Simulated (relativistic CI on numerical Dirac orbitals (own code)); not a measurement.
Hyperfine structure of Tb32+, mass number 159

Computed by Dirac-Coulomb-Breit CI, separate exchange-only KLI orbitals for each configuration, model QED, unscaled Slater integrals (own radial code, finite nucleus).

Configuration list (outside the closed core [Ar] 3d10): 4s2 4p3, 4s 4p4, 4s2 4p2 4d, 4p5, 4s 4p3 4d, 4s2 4p2 4f, 4s 4p3 4f, 4p4 4d, 4s 4p2 4d2, 4s2 4p 4d 4f, 4p4 4f, 4s2 4p 4d2, 4s2 4d3, 4s 4p 4d3, 4s2 4d2 4f, 4s 4p 4d2 4f, 4p3 4d2, 4p2 4d3, 4p2 4d2 4f. Double excitations out of closed p, d and f shells are left out; levels of such configurations are missing from the list, as are those of other unlisted configurations, and high levels can miss mixing partners.

Nuclear spin I = 3/2, μ = 2.009 μN, Q = 1.432 b (tables of Stone and Pyykkö). The electronic factors are computed for point nuclear moments, without core polarisation or the Bohr-Weisskopf and QED corrections.

```tsv
Level	E (cm⁻¹)	A (GHz)	B (GHz)
4s2 4p3 2D°_5/2	374126	105	-0.124
4s2 4p3 2P°_1/2	422098	341.4	
4s2 4p3 2P°_3/2	764891	47.53	-102
4s 4p4 4P_5/2	931042	232.2	26.4
4s 4p4 2S_1/2	1046752	984.9	
4s2 4p2 4d 4D_1/2	1313855	75.29
```

Levels with J = 0, under 50 % of one LS term, or S terms without an open s electron are left out. Small factors come from cancelling terms and can be off by tens of per cent or more.

At this charge energies of transitions that change n are usually good to better than 1 %, and those within a shell (Δn = 0) to a few per cent.

(1) Give the hyperfine levels of 4s2 4p3 2P°_1/2 relative to its centre of gravity.

Answers

(1) With K = F(F + 1) − I(I + 1) − J(J + 1), E = AK/2: F = 1: -426.8, F = 2: 256.1 GHz.

LS names give the leading component of a level, which can be under half, so a name can repeat, a term be missing and a line seem to break the LS rules.
